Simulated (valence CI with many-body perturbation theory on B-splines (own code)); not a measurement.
## Level structure of Te³⁺

Computed by configuration interaction combined with many-body perturbation theory (CI+MBPT): three valence electrons over a frozen Dirac-Fock core [Kr] 4d10, a basis of 11 s, 11 p, 10 d, 8 f, 5 g, 2 h functions for each j, with the one-electron correlation potential Σ1, the two-electron term Σ2, the three-electron term Σ3, Breit, model QED; selected CI, second order for the rest, scaled by the run's own slope (own B-spline code, finite nucleus).

Set against measurement, 9 paired levels are off by 319 cm⁻¹ on average, the worst by 715. These come from a selection out of Moore, Atomic Energy Levels, vol. III, NSRDS-NBS 35 (1971 reprint of NBS Circular 467, 1958), an old analysis. Levels without a partner in it may be off by more.

Levels 91 to 112 of 112, with energies above the lowest level, 5s²5p ²P°_1/2. "Leading %" is the weight of the configuration and term that name the level; weights of strongly mixed levels are sums over their largest components and can fall short. Lifetimes count E1, E2, E3, M1 and M2 decay at the calculated energies, and are blank where another channel may lead or the interval is too uncertain; long ones can be off by a factor of two.

```tsv
No.	Configuration	Term	J	E (cm⁻¹)	Leading %	Second component	Lifetime
91	4f5s5p	⁴G	9/2	253032	52	29 % 4f5s5p ⁴F	1.30 ns
92	5s²6h	²H°	9/2	253534	97		2.28 ns
93	5s²6h	²H°	11/2	253534	97		2.28 ns
94	4f5s5p	⁴G	11/2	253977	95		993 ps
95	4f5s5p	⁴D	7/2	255539	47	16 % 4f5s5p ⁴F	1.31 ns
96	5s5p6p	²S	1/2	255703	84	6 % 5s5p6p ²P	1.28 ns
97	5s²8d	²D	3/2	256874	92		3.12 ns
98	5s²8d	²D	5/2	256961	70	14 % 4f5s5p ⁴D	2.65 ns
99	4f5s5p	²G	7/2	257120	52	21 % 4f5s5p ⁴D	1.40 ns
100	4f5s5p	⁴D	5/2	257514	62	21 % 5s²8d ²D	1.47 ns
101	5s²9s	²S	1/2	258052	96		805 ps
102	4f5s5p	⁴D	3/2	258666	87	4 % 4f5s5p ⁴F	1.29 ns
103	4f5s5p	⁴D	1/2	259379	93		1.28 ns
104	4f5s5p	²D	5/2	261298	77	5 % 4f5s5p ²F	852 ps
105	4f5s5p	²G	9/2	261348	87	4 % 5p²5d ²G	2.13 ns
106	5s²7f	²F°	5/2	261680	95		2.31 ns
107	5s²7f	²F°	7/2	261681	95		2.22 ns
108	5s²9p	²P°	1/2	262306	96		4.53 ns
109	5s²9p	²P°	3/2	262688	96		4.33 ns
110	4f5s5p	²D	3/2	264762	87		922 ps
111	5s²7g	²G	9/2	266079	92		5.77 ns
112	5s²7g	²G	7/2	266141	92		5.32 ns
```

Names give the largest LS component (configuration and term), which can be under half, so a name can repeat, a term be missing and a line seem to break the LS rules; names also repeat where a configuration has a term twice.

Where two levels of one J and parity lie close, their mixing, g and order are uncertain.
